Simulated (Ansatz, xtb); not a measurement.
Two structures of B2FH3Si

Structure I is `FB=[BH-][SiH2+]`, a singlet and structure II is a singlet given by its coordinates. Both are isolated molecules in the gas phase, relaxed with B3LYP/6-31G*; the shapes shown needn't be the lowest conformers.

I (Å):

```xyz
7

B    -2.0990    0.3983   -1.3902
B    -2.0539    1.6330   -0.4671
F    -1.8440    2.6467    0.2899
Si   -0.2532    0.1828   -1.5612
H    -2.9715   -0.2473   -1.8684
H     0.4865   -0.8493   -2.3369
H     0.7171    1.0896   -0.8882
```

II (Å):

```xyz
7

B    -0.2515    0.9898   -1.8153
B    -0.0495    1.1781   -0.3283
F    -3.0433   -0.1850   -2.4830
Si   -1.9654    0.3277   -1.3948
H    -2.6266    0.1547   -0.0766
H     0.1613    1.0775   -2.9233
H    -0.1182    1.2355    0.8488
```

Close contacts (Å): B1–B2 1.51, B1–Si4 1.88, B2–Si4 2.35, F3–Si4 1.62, B1–H6 1.19, B2–H7 1.18, Si4–H5 1.48.

Question: Estimate which is lower in electronic energy at CCSD(T)/def2-TZVP, and by roughly how much.

Answer: The CCSD(T)/def2-TZVP calculation puts structure I lower, by 18.7 kJ/mol.

The same difference at several levels:

| level | geometry | E(II) − E(I) (kJ/mol) | departure from the last row (kJ/mol) | job, with rough time for the two |
| --- | --- | --- | --- | --- |
| B3LYP/6-31G* | B3LYP/6-31G* | +40.5 | +21.8 | optimisation, 2.5 min |
| HF/def2-TZVP | B3LYP/6-31G* | +20.7 | +1.9 | part of the CCSD(T) run |
| MP2/def2-TZVP | B3LYP/6-31G* | +15.1 | −3.6 | part of the CCSD(T) run |
| CCSD(T)/def2-TZVP | B3LYP/6-31G* | +18.7 |  | single point, 100 s |

None of the levels shown reverses the order. The largest departure from CCSD(T)/def2-TZVP is that of B3LYP/6-31G*, 21.8 kJ/mol. Levels run at GFN2-xTB geometries aren't shown.

With harmonic frequencies from B3LYP/6-31G* (ideal gas, rigid rotor, one conformer each, 298.15 K, 1 atm): on the last row, ΔE + ΔZPE = +19.5 kJ/mol. A mode under 50 cm⁻¹ makes harmonic enthalpies and free energies unreliable, so none is given.

The correlated steps freeze 8 core orbitals. Codes used: Ansatz 0.2.0; the last row on 1 thread of Intel(R) Xeon(R) Processor @ 2.50GHz (Skylake/Cascade Lake) on a shared host.
